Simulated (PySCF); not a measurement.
Excitation energy of Zn²⁺ by level of theory

Zn²⁺ [Ar] 3d10 (1S) → Zn²⁺ [Ar] 3d9 4p1 (high-spin determinant), as a difference of total energies. Computed with PySCF 2.14 in x2c-TZVPPall (6s5p4d2f1g, 64 functions), with the spin-free X2C one-electron Hamiltonian (Gaussian nucleus). Correlated levels: valence: [Ar] frozen. The calculations carry no spin-orbit coupling.

```json
{"method": "UHF", "excitation energy (eV)": "15.293"}
{"method": "MP2 (valence)", "excitation energy (eV)": "17.690"}
{"method": "SCS-MP2 (valence)", "excitation energy (eV)": "17.464"}
{"method": "CCSD (valence)", "excitation energy (eV)": "17.068"}
{"method": "CCSD(T) (valence)", "excitation energy (eV)": "17.136"}
```

Problem. How much does correlation contribute at CCSD(T) (valence)?

Solution. 17.136 − (15.293) = 1.843 eV, measured against UHF.

A first-order spin-orbit estimate (lowest level to lowest level, LS coupling) adds -0.082 eV.

The basis was made for the ground configuration and has no added diffuse functions, so the excitation energy can come out too high.

The determinant of the upper state mixes LS terms, which raises its energy above the lowest term, most at the Hartree-Fock and MP2 levels.
